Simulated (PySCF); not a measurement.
Isomers of C8H5FO2.

All values: PBE0/pcSseg-1 (PySCF) at GFN2-xTB geometries, gas phase, one conformer each.

Task: Rank by the lowest Hirshfeld charge on any atom, highest value first.
A. `[O:1]=[CH:2][c:3]1[cH:4][cH:5][c:6]([C:7](=[O:8])[F:9])[cH:10][cH:11]1` with O1–C2–C3–C4 0°, C5–C6–C7–O8 180°
B. `[O:1]=[C:2]([OH:3])[c:4]1[c:5]([F:6])[cH:7][cH:8][c:9]2[c:10]1[CH2:11]2` with O1–C2–O3–H 0°, O1–C2–C4–C5 180°
C. `[CH:1]#[C:2][c:3]1[o:4][c:5]([C:6](=[O:7])[F:8])[cH:9][c:10]1[CH3:11]` with O4–C5–C6–O7 0°

Result: A (-0.217 e), C (-0.227 e), B (-0.278 e).

Task: Rank by dipole moment, highest first.
A. `[O:1]=[CH:2][c:3]1[cH:4][cH:5][cH:6][c:7]([C:8](=[O:9])[F:10])[cH:11]1` with O1–C2–C3–C4 180°, C6–C7–C8–O9 0°
B. `[O:1]=[CH:2][c:3]1[cH:4][cH:5][c:6]([C:7](=[O:8])[F:9])[cH:10][cH:11]1` with O1–C2–C3–C4 0°, C5–C6–C7–O8 180°
C. `[CH:1]#[C:2][c:3]1[o:4][c:5]([C:6](=[O:7])[F:8])[cH:9][c:10]1[CH3:11]` with O4–C5–C6–O7 0°

Result: C (5.34 D), A (4.76 D), B (1.77 D).

Task: Rank by the highest Hirshfeld charge on any atom, lowest value first.
A. `[O:1]=[CH:2][c:3]1[cH:4][cH:5][c:6]([C:7](=[O:8])[F:9])[cH:10][cH:11]1` with O1–C2–C3–C4 0°, C5–C6–C7–O8 180°
B. `[O:1]=[C:2]([OH:3])[c:4]1[c:5]([F:6])[cH:7][cH:8][c:9]2[c:10]1[CH2:11]2` with O1–C2–O3–H 0°, O1–C2–C4–C5 180°
C. `[CH:1]#[C:2][c:3]1[o:4][c:5]([C:6](=[O:7])[F:8])[cH:9][c:10]1[CH3:11]` with O4–C5–C6–O7 0°

Result: B (+0.198 e), C (+0.212 e), A (+0.233 e).

All values together:

| SMILES | μ (D) | HOMO (eV) | LUMO (eV) | lowest IAO charge (e) | highest IAO charge (e) | lowest Hirshfeld charge (e) | highest Hirshfeld charge (e) |
| --- | --- | --- | --- | --- | --- | --- | --- |
| O=Cc1ccc(C(=O)F)cc1 | 1.77 | -8.10 | -3.01 | -0.383 (O) | +0.605 (C) | -0.217 (O) | +0.233 (C) |
| C#Cc1oc(C(=O)F)cc1C | 5.34 | -7.12 | -2.30 | -0.431 (C) | +0.588 (C) | -0.227 (O) | +0.212 (C) |
| O=Cc1cccc(C(=O)F)c1 | 4.76 | -8.03 | -2.54 | -0.387 (O) | +0.606 (C) | -0.220 (O) | +0.232 (C) |
| O=C(O)c1c(F)ccc2c1C2 | 1.86 | -7.17 | -1.74 | -0.468 (O) | +0.527 (C) | -0.278 (O) | +0.198 (C) |

Conformers: `[O:1]=[CH:2][c:3]1[cH:4][cH:5][c:6]([C:7](=[O:8])[F:9])[cH:10][cH:11]1` with O1–C2–C3–C4 0°, C5–C6–C7–O8 180°; `[CH:1]#[C:2][c:3]1[o:4][c:5]([C:6](=[O:7])[F:8])[cH:9][c:10]1[CH3:11]` with O4–C5–C6–O7 0°; `[O:1]=[CH:2][c:3]1[cH:4][cH:5][cH:6][c:7]([C:8](=[O:9])[F:10])[cH:11]1` with O1–C2–C3–C4 180°, C6–C7–C8–O9 0°; `[O:1]=[C:2]([OH:3])[c:4]1[c:5]([F:6])[cH:7][cH:8][c:9]2[c:10]1[CH2:11]2` with O1–C2–O3–H 0°, O1–C2–C4–C5 180°.
